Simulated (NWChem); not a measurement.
Spin states of ditellurium (Te2)

```xyz
2

Te     0.0000     0.0000     1.2818
Te     0.0000     0.0000    -1.2818
```
Charge 0, spin multiplicity 3.

All runs are NWChem calculations. Structure: optimised with UPBE0/def2-SVP with def2 effective core potentials on Te, a minimum by its harmonic frequencies.

Basis set: def2-SVP. The gap is E(triplet) − E(singlet) at the geometry of the triplet, so a negative value puts the higher spin lower. Open shells are unrestricted, coupled cluster uses restricted open-shell references, and the singlet is the closed-shell solution. Where the lowest singlet needs several determinants, the single determinant used here isn't a pure state and places it wrongly.

```csv
method,vertical singlet-triplet gap (kcal/mol),relative cost,remark,difference from CCSD(T)
B3LYP,-17.9,1,-,-3.7
BHandHLYP,-19.8,under 3,-,-5.6
M06-2X,-19.1,under 3,-,-4.9
HF,-26.8,under 3,-,-12.6
B2PLYP,-17.1,under 3,-,-2.9
MP2,-16.5,under 3,-,-2.4
CCSD(T),-14.2,70,large amplitudes,0.0
CR-CCSD(T),-14.6,70,large amplitudes,-0.4
```

The values span 12.6 kcal/mol, from HF (lowest) to CCSD(T) (highest). Costs are rough ratios of processor time within this set of runs, SCF included, with B3LYP as 1.

Effective core potentials replace the inner electrons of Te; spin-orbit coupling is left out. The correlated methods keep 8 core orbitals frozen. B3LYP has NWChem's definition, with VWN1-RPA local correlation. The unpaired electrons of the parent sit in orbitals of symmetry b2g and b3g (D2h labels of the run); other states weren't searched. No SCF solution was tested for a lower state. Open-shell Hartree-Fock references start from PBE0 orbitals; any time given for them includes that run. Coupled-cluster values serve here as a point of comparison, not as the truth.
